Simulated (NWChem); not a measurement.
CH₅FOSi₂; SMILES [SiH3]C(=O)[SiH2]F

Results from NWChem. Structure relaxed at the PBE0/def2-SVP level. Level: PBE0/def2-SVP with SMD, gas-phase geometry; reactions with the solvents are ignored. One conformer.

```json
[
 {"SMD term (kcal/mol)": "distortion of the solute's density", "water": "0.68", "toluene": "0.07"},
 {"SMD term (kcal/mol)": "polarisation", "water": "-4.72", "toluene": "-1.58"},
 {"SMD term (kcal/mol)": "cavity, dispersion and structure", "water": "5.06", "toluene": "-0.57"}
]
```

**Question.** Sum the solvation free energies, find the transfer free energy from water to toluene and the partition coefficient at 298.15 K.

**Answer.** 
1. ΔG(solv, water) = 1.02 kcal/mol and ΔG(solv, toluene) = -2.08 kcal/mol (1 M gas to 1 M solution).
2. Transfer: -2.08 − (1.02) = -3.10 kcal/mol.
3. log₁₀ K(toluene/water) = −ΔG/(RT ln 10) = 3.10/1.364 = 2.3, so the model puts more of the solute in toluene.
4. Of the transfer energy, 2.53 kcal/mol is electrostatic and -5.63 comes from the non-electrostatic term. The two phases are taken as the pure solvents.
